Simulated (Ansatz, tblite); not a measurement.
Forces on `c1ccc(-c2ccc(-c3ccc(-c4ccc(-c5ccc(-c6ccccc6)cc5)cc4)cc3)cc2)cc1` at its PBE-D4/def2-SVP geometry. Total charge 0; singlet.

The xTB rows come from tblite. Single mean-field runs in def2-SVP are fitted with def2-universal-jkfit.

GFN1-xTB (tblite), largest force 0.57 eV/Å:

```xyz
62
positions Å, forces eV/Å
C    -3.858  -11.467    2.072    0.096    0.285   -0.050
C    -4.784  -10.448    1.796    0.278    0.053   -0.027
C    -4.343   -9.139    1.559    0.174   -0.113   -0.004
C    -2.966   -8.817    1.593   -0.151   -0.449    0.080
C    -2.500   -7.431    1.343    0.150    0.446   -0.080
C    -1.273   -7.176    0.689   -0.162    0.111    0.001
C    -0.834   -5.871    0.453   -0.196    0.010    0.021
C    -1.599   -4.753    0.859   -0.150   -0.445    0.080
C    -1.134   -3.370    0.609    0.147    0.438   -0.079
C     0.242   -3.044    0.619   -0.141    0.108   -0.010
C     0.681   -1.739    0.385   -0.180   -0.006   -0.024
C    -0.233   -0.691    0.125   -0.150   -0.445    0.080
C     0.233    0.692   -0.125    0.149    0.443   -0.080
C     1.386    1.206    0.512   -0.119    0.084   -0.105
C     1.824    2.512    0.278   -0.139   -0.034   -0.107
C     1.134    3.370   -0.609   -0.148   -0.441    0.079
C     1.599    4.754   -0.859    0.151    0.449   -0.081
C     2.221    5.515    0.158   -0.052    0.047   -0.171
C     2.659    6.821   -0.078   -0.059   -0.066   -0.158
C     2.500    7.431   -1.343   -0.150   -0.446    0.080
C     2.966    8.816   -1.593    0.152    0.459   -0.084
C     2.896    9.802   -0.582    0.030   -0.001   -0.214
C     3.337   11.111   -0.818   -0.004   -0.184   -0.223
C     3.858   11.467   -2.072   -0.111   -0.299    0.049
C     3.933   10.500   -3.088   -0.069   -0.073    0.277
C     3.493    9.191   -2.851    0.000    0.088    0.202
C     1.880    6.670   -2.360    0.026   -0.034    0.176
C     1.439    5.365   -2.124    0.087    0.059    0.151
C    -0.018    2.856   -1.247    0.103   -0.074    0.127
C    -0.458    1.551   -1.010    0.156    0.026    0.085
C    -1.608   -1.017    0.114    0.144   -0.103    0.043
C    -2.048   -2.322    0.351    0.178    0.001   -0.010
C    -2.826   -5.009    1.513    0.161   -0.114   -0.003
C    -3.266   -6.315    1.749    0.195   -0.013   -0.019
C    -2.047   -9.855    1.873   -0.206    0.019    0.021
C    -2.487  -11.164    2.108   -0.190    0.211   -0.024
H    -4.204  -12.496    2.257    0.177    0.527   -0.095
H    -5.860  -10.676    1.755    0.555    0.116    0.033
H    -5.076   -8.355    1.317    0.341   -0.403    0.134
H    -0.669   -8.021    0.324   -0.263    0.426    0.188
H     0.109   -5.712   -0.093   -0.441   -0.103    0.283
H     0.983   -3.829    0.834   -0.334    0.394   -0.109
H     1.761   -1.527    0.384   -0.513   -0.128    0.007
H     1.940    0.573    1.222   -0.247    0.324   -0.337
H     2.735    2.871    0.780   -0.436   -0.197   -0.227
H     2.347    5.078    1.161   -0.048    0.233   -0.477
H     3.153    7.377    0.733   -0.245   -0.291   -0.376
H     2.465    9.542    0.397    0.228    0.151   -0.471
H     3.264   11.863   -0.017    0.049   -0.385   -0.410
H     4.204   12.495   -2.258   -0.175   -0.528    0.095
H     4.349   10.765   -4.073   -0.224   -0.127    0.500
H     3.584    8.435   -3.646   -0.047    0.395    0.370
H     1.724    7.119   -3.353    0.066   -0.242    0.473
H     0.976    4.797   -2.945    0.226    0.297    0.382
H    -0.591    3.500   -1.930    0.258   -0.331    0.323
H    -1.350    1.181   -1.538    0.424    0.203    0.241
H    -2.351   -0.225   -0.067    0.335   -0.399    0.088
H    -3.126   -2.541    0.318    0.512    0.132    0.014
H    -3.431   -4.165    1.878    0.263   -0.425   -0.187
H    -4.208   -6.474    2.295    0.441    0.104   -0.284
H    -0.973   -9.625    1.931   -0.525   -0.142   -0.034
H    -1.753  -11.954    2.333   -0.380    0.401   -0.126
```

GFN2-xTB (tblite), largest force 0.69 eV/Å:

```
C 0.122 0.363 -0.064
C 0.368 0.080 -0.030
C 0.207 -0.208 0.014
C -0.146 -0.434 0.078
C 0.144 0.426 -0.076
C -0.187 0.211 0.006
C -0.274 -0.047 0.055
C -0.143 -0.425 0.076
C 0.141 0.420 -0.076
C -0.170 0.205 -0.031
C -0.262 -0.068 -0.015
C -0.143 -0.424 0.077
C 0.142 0.422 -0.076
C -0.136 0.172 -0.157
C -0.211 -0.106 -0.129
C -0.141 -0.421 0.075
C 0.143 0.427 -0.077
C -0.043 0.122 -0.241
C -0.106 -0.149 -0.199
C -0.143 -0.425 0.077
C 0.146 0.442 -0.081
C 0.068 0.061 -0.287
C -0.005 -0.253 -0.287
C -0.137 -0.376 0.063
C -0.101 -0.105 0.359
C 0.014 0.180 0.247
C 0.019 -0.111 0.245
C 0.132 0.142 0.193
C 0.121 -0.162 0.177
C 0.226 0.098 0.108
C 0.172 -0.200 0.063
C 0.261 0.063 -0.017
C 0.186 -0.213 -0.008
C 0.273 0.045 -0.053
C -0.290 -0.038 0.030
C -0.246 0.285 -0.038
H 0.215 0.640 -0.116
H 0.673 0.137 0.039
H 0.442 -0.488 0.153
H -0.353 0.515 0.230
H -0.562 -0.104 0.341
H -0.438 0.479 -0.123
H -0.646 -0.138 -0.007
H -0.332 0.390 -0.417
H -0.541 -0.228 -0.304
H -0.080 0.274 -0.601
H -0.293 -0.345 -0.488
H 0.268 0.170 -0.596
H 0.059 -0.464 -0.500
H -0.214 -0.641 0.116
H -0.269 -0.152 0.609
H -0.055 0.472 0.478
H 0.084 -0.276 0.600
H 0.289 0.347 0.489
H 0.333 -0.392 0.417
H 0.540 0.228 0.305
H 0.438 -0.480 0.119
H 0.646 0.139 0.012
H 0.353 -0.515 -0.229
H 0.560 0.104 -0.342
H -0.658 -0.153 -0.036
H -0.463 0.484 -0.150
```

PBE-D4/def2-SVP (Ansatz), largest force 0.03 eV/Å:

```
C 0.001 0.004 0.001
C 0.002 -0.008 -0.005
C 0.006 0.007 0.005
C -0.002 -0.007 0.000
C 0.001 0.002 0.000
C -0.006 -0.002 0.000
C -0.001 0.006 0.003
C -0.001 -0.002 0.000
C -0.001 -0.002 0.001
C -0.002 0.001 0.002
C -0.002 0.001 0.001
C 0.000 0.000 0.000
C -0.001 -0.003 0.001
C 0.001 0.001 -0.002
C -0.002 -0.001 0.003
C 0.002 0.006 -0.002
C 0.000 0.002 0.000
C -0.001 -0.004 -0.006
C -0.001 0.002 -0.004
C 0.001 0.003 -0.001
C 0.001 0.009 -0.003
C 0.004 -0.016 -0.007
C 0.011 0.006 -0.015
C -0.017 -0.018 -0.003
C 0.010 0.011 0.020
C -0.011 -0.003 0.014
C 0.003 0.002 0.003
C 0.000 -0.002 0.007
C 0.001 -0.003 -0.002
C -0.001 0.003 0.001
C 0.002 -0.001 -0.001
C 0.002 -0.001 -0.002
C 0.004 0.003 -0.004
C 0.003 -0.006 0.001
C -0.002 0.007 -0.008
C -0.007 -0.003 0.004
H 0.000 0.000 0.000
H 0.014 0.000 0.002
H 0.010 -0.007 0.000
H -0.004 0.004 0.003
H -0.006 0.000 0.002
H -0.001 0.000 -0.001
H 0.000 0.000 -0.001
H -0.001 0.001 0.000
H -0.001 -0.001 -0.001
H -0.001 0.001 -0.005
H -0.003 -0.002 -0.006
H 0.002 0.002 -0.011
H 0.002 -0.005 -0.010
H 0.002 -0.001 0.000
H -0.005 0.002 0.007
H -0.002 0.005 0.007
H 0.002 -0.002 0.007
H 0.002 0.002 0.004
H 0.000 -0.001 0.002
H 0.001 0.000 0.000
H 0.000 0.000 0.001
H 0.001 0.000 0.001
H 0.004 -0.004 -0.002
H 0.005 -0.001 -0.004
H -0.012 0.001 0.001
H -0.011 0.008 -0.003
```
